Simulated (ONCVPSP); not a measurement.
# Logarithmic derivatives: Ni (Z = 28), ONCV

```
Element                 : Ni
Generator               : ONCVPSP 4.0.1
Type                    : optimised norm-conserving Vanderbilt (ONCV)
Functional              : PBE
Relativity              : scalar-relativistic
Frozen core             : [Ar]
Valence charge          : 10
Reference configuration : 3d8 4s1 4p1
Partial waves           : 4s: rc 2.00 bohr, ncon 4, nbas 8, qcut 3.8 1/bohr, 2 projectors, debl 3.6 Ha; 4p: rc 2.20 bohr, ncon 4, nbas 7, qcut 3.9 1/bohr, 2 projectors, debl 2.9 Ha; 3d: rc 1.60 bohr, ncon 4, nbas 8, qcut 9.2 1/bohr, 2 projectors, debl 1.3 Ha
Local potential         : polynomial inside 1.20 bohr (lpopt 4, dvloc0 -1 Ha)
Core correction         : Teter function, fcfact 5.25, rcfact 1.65
```

The phase is arctan(r·R′/R) of the radial function R(r), unwrapped; energies in Ha, scanned from -2 to 5 Ha. A pole is an energy at which the radial function vanishes at the test radius. The pseudo phase is shifted by a multiple of π to meet the all-electron one at the reference energy, and phase errors are pseudo minus all-electron; the curves can meet again beyond the range given. Levels narrower than the energy grid can be missing from the lists of poles.

Question: For each channel, where are the poles, and over which energies does the pseudopotential scatter like the atom?

Answer:

```tsv
channel	radius (bohr)	reference energy (Ha)	poles, all-electron	poles, pseudo	unbroken range about the reference energy with phases within 0.05 rad	phase error 1 Ha above the reference energy (rad)
s	2.03	-0.25	1.79	1.75, 2.46	below 2.4	-0.002
p	2.23	-0.08	1.78	1.76, 4.72	below 3.5	-0.003
d	1.63	-0.40	-0.03	-0.03	the whole range	+0.000
```

Note: no bound ghost flagged; GHOST(+) flagged for s at 67.2 eV, p at 123.3 eV.

Phases in the s channel:

```tsv
E (Ha)	all-electron	pseudo
-1.98	1.155	1.149
-1.62	1.063	1.058
-1.26	0.904	0.899
-0.90	0.589	0.584
-0.54	-0.051	-0.052
-0.18	-0.756	-0.756
0.18	-1.130	-1.131
0.54	-1.315	-1.317
0.90	-1.422	-1.424
1.26	-1.494	-1.497
1.62	-1.549	-1.553
1.98	-1.595	-1.601
2.34	-1.639	-1.659
2.70	-1.685	-4.822
3.06	-1.739	-4.880
3.42	-1.813	-4.954
3.78	-1.929	-5.070
4.14	-2.162	-5.296
4.50	-2.752	-5.867
4.86	-3.716	-6.833
```
